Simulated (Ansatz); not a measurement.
CH9BOSi2 can be A, `BOC([SiH3])[SiH3]`, or B, `C[SiH]([SiH3])BO`.

Isolated molecules relaxed with PBE0-D4/def2-TZVP in Ansatz; ΔE leaves out vibrations. CBS: MP2 limit from def2 TZ/QZ plus the TZ coupled-cluster correction, frozen cores. Functionals use def2-TZVPP. B3LYP here is the variant with VWN-RPA as its local correlation; programs differ in this. Each species was taken in one conformer, which may not be the lowest.

Q: Which is lower in electronic energy at CCSD(T)/CBS, and by how much? (Best estimate.)

A: The calculation gave: B, by 99.3 kJ/mol.

Q: Give E(B) − E(A) in kJ/mol with LDA (SPW92), CCSD/def2-TZVPP, PBE0-D4, CCSD(T)/def2-SVP, B3LYP, r2SCAN-D4, BLYP-D4. (Best estimate.)

A: Ansatz gave: LDA (SPW92) -109.6, CCSD/def2-TZVPP -96.9, PBE0-D4 -115.2, CCSD(T)/def2-SVP -88.7, B3LYP -97.3, r2SCAN-D4 -108.6, BLYP-D4 -91.6. None reverses the order clearly.

Q: Does the order hold for the free energy at 298.15 K (harmonic terms from PBE0-D4)? (Best estimate.)

A: Ansatz gave: Yes: G(B) − G(A) = -89.0 kJ/mol, for one conformer each. Modes under 60 cm⁻¹, often nearly free rotors, make the harmonic entropy too high.

Largest T1 diagnostic: 0.014.

In def2-TZVPP, CCSD(T) changes the Hartree–Fock value by −16.1 kJ/mol (the triples alone add −0.8 kJ/mol) and MP2 by −13.5 kJ/mol. From BLYP to BHLYP (50 % exact exchange), in def2-TZVPP and without D4, E(B) − E(A) moves by +5.6 kJ/mol.
